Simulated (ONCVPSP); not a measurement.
An all-electron radial function and its pseudo partner (boron)

Columns: radius, all-electron u(r) and pseudo u(r) of the 2p shell (level -3.56 eV) of boron in the configuration [He] 2s2 2p1; PBEsol, scalar-relativistic, ONCV scheme, ONCVPSP 4.0.1.

| r (bohr) | all-electron | pseudo |
| --- | --- | --- |
| 0.100 | 0.0270 | 0.0089 |
| 0.200 | 0.0864 | 0.0354 |
| 0.300 | 0.1580 | 0.0781 |
| 0.400 | 0.2314 | 0.1347 |
| 0.500 | 0.3011 | 0.2018 |
| 0.600 | 0.3645 | 0.2749 |
| 0.700 | 0.4203 | 0.3493 |
| 0.800 | 0.4689 | 0.4206 |
| 0.900 | 0.5106 | 0.4857 |
| 1.000 | 0.5451 | 0.5424 |
| 1.100 | 0.5727 | 0.5895 |
| 1.200 | 0.5939 | 0.6260 |
| 1.300 | 0.6092 | 0.6510 |
| 1.400 | 0.6192 | 0.6639 |
| 1.500 | 0.6246 | 0.6651 |
| 1.600 | 0.6260 | 0.6566 |
| 1.700 | 0.6239 | 0.6421 |
| 1.800 | 0.6187 | 0.6262 |
| 1.900 | 0.6111 | 0.6125 |
| 2.000 | 0.6014 | 0.6014 |
| 2.100 | 0.5899 | 0.5899 |
| 2.200 | 0.5770 | 0.5770 |
| 2.300 | 0.5629 | 0.5630 |
| 2.400 | 0.5480 | 0.5480 |
| 2.500 | 0.5324 | 0.5324 |
| 2.600 | 0.5163 | 0.5163 |

Task: How many radial nodes do the two functions have?

Result: The all-electron 2p function has n − l − 1 = 0; the pseudo-wave has 0.

Task: At about which radius was the pseudo-wave matched?

Result: 2.00 bohr, where the columns begin to agree (steps of 0.10 bohr).

Task: Is the pseudo-wave norm-conserving?

Result: Yes: the ONCV scheme keeps the norm inside the radius equal to the all-electron one, which fixes the energy derivative of the logarithmic derivative at the level.
